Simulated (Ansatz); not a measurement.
## Bend profile

CH$_{3}$CdCl (SMILES [CH3][Cd][Cl]), singlet, at its PBE0-D4/def2-TZVP minimum:

C1  (-0.375, 0.772, -0.221)
Cd2  (0.517, -1.056, 0.277)
Cl3  (1.493, -3.057, 0.822)
H4  (-1.189, 0.603, -0.926)
H5  (-0.770, 1.244, 0.679)
H6  (0.366, 1.429, -0.677)
(Å)

The angle Cd2–C1–H6 (109.6° at the minimum) is set to the values below, Cd2, with anything bonded beyond it, turning rigidly in the plane of the angle. Each method's energies count from its own value at the PBE0-D4 minimum structure. Ansatz 0.2.0; basis: def2-TZVPP; cores frozen in the correlated methods. Filled d shells of the heavier atoms are correlated. Core potentials replace the inner electrons of the atoms past krypton. B3LYP uses VWN-RPA correlation.

```
angle (°)  CCSD(T) (kJ/mol)  wB97M-V (kJ/mol)  PBE0-D4 (kJ/mol)  HF (kJ/mol)
     85.6              28.8              29.1              29.3         30.8
     91.6              16.0              16.2              16.3         17.2
     97.6               7.1               7.2               7.2          7.6
    103.6               1.8               1.8               1.8          1.9
    109.6               0.0               0.0               0.0          0.0
    115.6               1.7               1.8               1.8          1.9
    121.6               7.0               7.0               7.0          7.4
    127.6              15.6              15.7              15.7         16.6
    133.6              27.7              27.7              27.9         29.3
```

Largest difference from the CCSD(T) curve over the scan: PBE-D4 0.5; r2SCAN-D4 0.4; B3LYP-D4 1.1; MP2 1.4 kJ/mol. Each curve counts from its own value at the minimum.

No T1 diagnostic of these runs exceeds 0.013.

For scale, one of the runs: CCSD(T)/def2-TZVPP, 171 basis functions (an equivalent command: `ansatz run in.yaml --threads 4`). Hardware: 4 CPU threads, shared host. Wall time 38 s; peak host memory 1.8 GiB.
